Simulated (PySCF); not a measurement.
**Electronic absorption of C4H11NSi**

C₄H₁₁NSi.
Z-matrix (Å and degrees, GFN2-xTB geometry), rows numbered from 1:
```
Si
N   1  1.7094
C   2  1.4440  1  125.20
C   3  1.5248  2  103.29  1   163.52
C   4  1.5282  3  101.71  2    40.27
C   2  1.4521  1  123.58  3  -161.39
H   1  1.4621  2  105.49  3   -35.92
H   1  1.4641  2  106.02  3  -156.13
H   1  1.4758  2  114.78  3    84.22
H   3  1.1011  2  111.66  1   -78.43
H   3  1.0904  2  110.18  1    41.99
H   4  1.0903  3  109.69  2   -76.47
H   4  1.0882  3  112.95  2   161.58
H   5  1.0885  4  112.61  3  -154.36
H   5  1.0909  4  109.82  3    84.79
H   6  1.0967  2  111.75  1    54.74
H   6  1.0947  2  108.99  1   -63.99
```

Level of theory: PySCF, TDDFT CAM-B3LYP/def2-SVPD, vertical, gas phase, core orbitals frozen in the response.

```csv
state,E (eV),ν̃ (cm⁻¹),f,"main configurations (H = HOMO, L = LUMO)"
S1,5.56,44880,0.011,H→L (86%)
S2,6.44,51920,0.018,"H→L+2 (46%), H→L+1 (32%), H→L (9%)"
S3,6.57,52960,0.011,"H→L+5 (39%), H→L+4 (32%), H→L+3 (22%)"
S4,6.70,54010,0.012,"H→L+1 (57%), H→L+2 (26%)"
S5,6.84,55150,0.048,"H→L+4 (54%), H→L+5 (23%)"
S6,7.02,56630,0.0029,"H→L+3 (66%), H→L+5 (25%)"
S7,7.30,58860,0.010,H→L+6 (87%)
S8,7.90,63720,0.015,"H→L+7 (52%), H→L+8 (30%), H→L+9 (9%)"
```

Triplets, Tamm–Dancoff:

```tsv
state	E (eV)	λ (nm)	main configurations (H = HOMO, L = LUMO)
T1	5.41	229.2	H→L (78%), H→L+2 (11%)
T2	6.12	202.7	H→L+2 (37%), H→L+1 (26%), H→L (13%)
T3	6.43	192.8	H→L+4 (42%), H→L+5 (29%), H→L+3 (18%)
```

The lowest singlet comes at 223 nm (537 kJ/mol) in the ultraviolet; it is weak; its leading configuration is HOMO→LUMO (86%). The strongest level in the table is S5 at 6.84 eV (181 nm, f = 0.048). Löwdin shares by element: HOMO nitrogen 53%, carbon 17% or more, silicon 8% (atoms not listed hold the other 22%); LUMO silicon 26%, carbon 23% or more (atoms not listed hold the other 51%). Weighted by f, the mean energy of these states is 6.80 eV. The oscillator strengths of these states sum to 0.129; summed over the whole spectrum of an exact calculation they would give the number of electrons, 56 (Thomas–Reiche–Kuhn). The listed states span 2.34 eV, and the widest gap between neighbours is 0.87 eV (S1 to S2). The window holds the lowest 8 singlets.

One conformer stands for the species.
